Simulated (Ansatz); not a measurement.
Species: C6H13O, net charge 0, doublet state. It need not be the lowest isomer of its formula. 
Geometry from a B3LYP-D3(BJ)/def2-TZVP (Ansatz, a first-principles code) optimisation:
```xyz
20

C      3.3904    -0.4108    -0.4211
C      2.5745    -0.1390     0.7907
C      1.2700     0.5705     0.7022
C      0.1222    -0.3064     0.1568
C     -1.2040     0.4439     0.0670
C     -2.3323    -0.4172    -0.4816
O     -3.5864     0.2568    -0.5134
H      3.3864     0.4446    -1.1046
H      4.4272    -0.6432    -0.1710
H      3.0075    -1.2672    -0.9981
H      2.8233    -0.6554     1.7104
H      1.3677     1.4442     0.0452
H      0.9773     0.9480     1.6864
H      0.0066    -1.1825     0.8023
H      0.3999    -0.6853    -0.8315
H     -1.4941     0.8146     1.0543
H     -1.0801     1.3246    -0.5752
H     -2.4874    -1.2869     0.1597
H     -2.0677    -0.7910    -1.4797
H     -3.5001     1.0344    -1.0753
```
Charge 0, spin multiplicity 2.

Quantity: atomisation energy (electronic, to ground-state atoms), in kJ/mol. Cores are frozen in the correlated levels unless marked. Open shells are spin-unrestricted. No spin-orbit coupling. No relativistic terms. The coupled-cluster limit lacks core correlation, which all-electron functionals hold. Basis-set limits of correlation are two-point, X^-3; Hartree-Fock from the larger set. The bracket is a focal-point correction in the basis named.

| level | program | atomisation energy (kJ/mol) |
|---|---|---|
| PBE-D4/def2-TZVPD | Ansatz + dftd4 | 8030.7 |
| BLYP/def2-TZVPD | Ansatz | (withheld) |
| revPBE-D4/def2-TZVPD | Ansatz + dftd4 | 7855.0 |
| B3LYP/def2-TZVPD | Ansatz | 7812.7 |
| PBE0-D4/def2-TZVPD | Ansatz + dftd4 | 7926.5 |
| RI-MP2/CBS(cc-pVTZ,cc-pVQZ)+[CCSD(T)-MP2]/cc-pVTZ | Ansatz | (withheld) |

Q: Complete the blanks.

A: 
- BLYP/def2-TZVPD, atomisation energy (kJ/mol): 7752.8
- RI-MP2/CBS(cc-pVTZ,cc-pVQZ)+[CCSD(T)-MP2]/cc-pVTZ, atomisation energy (kJ/mol): 7870.1
